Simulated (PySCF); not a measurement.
W(NH)(S)(Br)(OH) (BrH₂NOSW), SMILES [NH]=[W]([OH])(=[S])[Br], multiplicity 1. Geometry: r2SCAN-D4/def2-SVP. The spin state was assumed, not searched. The structure was generated by enumeration; whether it is a known compound was not checked. The def2 effective core potentials stand for the cores of W; spin–orbit coupling is left out. The values are those of a single conformer.

These are r2SCAN-D4/def2-SVP (PySCF) values and carry that method's errors.

Harmonic wavenumbers (cm⁻¹): 114, 140, 186, 224, 249, 280, 335, 522, 560, 592, 656, 738, 1005, 3603, 3849. Rotational constants (GHz): 2.314, 0.9803, 0.8548; symmetry number 1.

Question: Work out the zero-point energy and the ideal-gas rigid-rotor harmonic-oscillator thermochemistry at 298.15 K and 1 atm.

Answer: ZPE = ½ Σ hcν = ½ × 13054 cm⁻¹ = 78.08 kJ/mol. H − E(el) = 100.10 kJ/mol. Entropy in J/(mol K): translation 180.99, rotation 123.41, vibration 71.22, total 375.62. G − E(el) = -11.89 kJ/mol. Cp = 108.61 J/(mol K). Modes under 150 cm⁻¹ make the vibrational entropy uncertain.
